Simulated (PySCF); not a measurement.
**Molecular orbitals of SnH⁺**

RHF at R = 1.770 Å; Sn cc-pVDZ-PP with ECP28, H cc-pVDZ; scalar-relativistic core potentials (PySCF 2.14). State: ¹Σ⁺ (singlet), closed shell. Only the outer orbitals are listed, counted within each symmetry, core potentials removing the inner ones.

| orbital | occ. | ε (eV) | on Sn (%) | main shells (%) |
| --- | --- | --- | --- | --- |
| 1δ | 2 | -43.90 | 100 | 100 Sn d |
| 1δ | 2 | -43.90 | 100 | 100 Sn d |
| 2π | 2 | -43.48 | 100 | 100 Sn d |
| 2π | 2 | -43.48 | 100 | 100 Sn d |
| 3σ | 2 | -43.45 | 100 | 100 Sn d |
| 4σ | 2 | -22.61 | 78 | 74 Sn s, 22 H s |
| 5σ | 2 | -16.15 | 69 | 46 Sn p, 31 H s, 21 Sn s |
| 3π | 0 | -6.35 | 100 | 100 Sn p |
| 3π | 0 | -6.35 | 100 | 100 Sn p |
| 6σ | 0 | -1.84 | 71 | 63 Sn p, 29 H s |

Which are the highest filled and the lowest empty level, where do they sit, and how wide is the gap?

Highest filled 5σ at -16.15 eV (in %: 46 Sn p, 31 H s, 21 Sn s); lowest empty 3π at -6.35 eV (in %: 100 Sn p); the gap at RHF is 9.80 eV.

```
bond order (Mayer)                                                                                                : 0.97
⟨S²⟩                                                                                                              : 0.000
charge on Sn (Mulliken, basis-dependent)                                                                          : 1.07
charge on Sn (Löwdin, basis-dependent)                                                                            : 1.09
dipole moment (positive dipole points towards H; it is taken about the centre of mass and depends on that origin) : 0.15 D
polarisability along the bond                                                                                     : 35.4 bohr³
polarisability across the bond                                                                                    : 24.5 bohr³
```

Spin–orbit coupling is left out.
